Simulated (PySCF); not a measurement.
**Dipole response of Pt(2+) (platinum, charge +2)**

[Xe] 4f14 5d8, high-spin 3F determinant. All numbers are calculated (PySCF 2.14, scalar relativity through the core potential, in aug-cc-pwCVTZ-PP with ECP60MDF (8s8p7d4f3g, 122 functions)). Coupled (time-dependent) response in atomic units; α is the mean over directions.

```csv
method,mean α (bohr³),C₆ (like pair),S(−4)
HSE06,9.459,61.40,20.25
```

S(−4) is the Cauchy moment in α(ω) = α(0) + S(−4) ω² + …

Spin-orbit coupling is absent.

α(iu) at HSE06:

| u (hartree) | α(iu) (bohr³) |
| --- | --- |
| 0 | 9.459 |
| 0.0500 | 9.409 |
| 0.100 | 9.264 |
| 0.200 | 8.755 |
| 0.300 | 8.087 |
| 0.500 | 6.729 |
| 0.750 | 5.351 |
| 1.00 | 4.323 |
| 1.50 | 2.957 |
| 2.00 | 2.129 |
| 3.00 | 1.232 |
| 5.00 | 0.5467 |

A single London oscillator, α(iu) = α/(1 + u²/ω²), gives C₆ = (3/4) ω α². Matching the computed C₆ needs ω = 4 × 61.40 / (3 × 9.459²) = 0.915 hartree.

For an ion, C₆ is the dispersion term alone; charge-induced terms of lower order in 1/R come first.

Energies and moments cover only the electrons outside the core potential. Spin-orbit coupling, absent here, splits the open shell strongly.
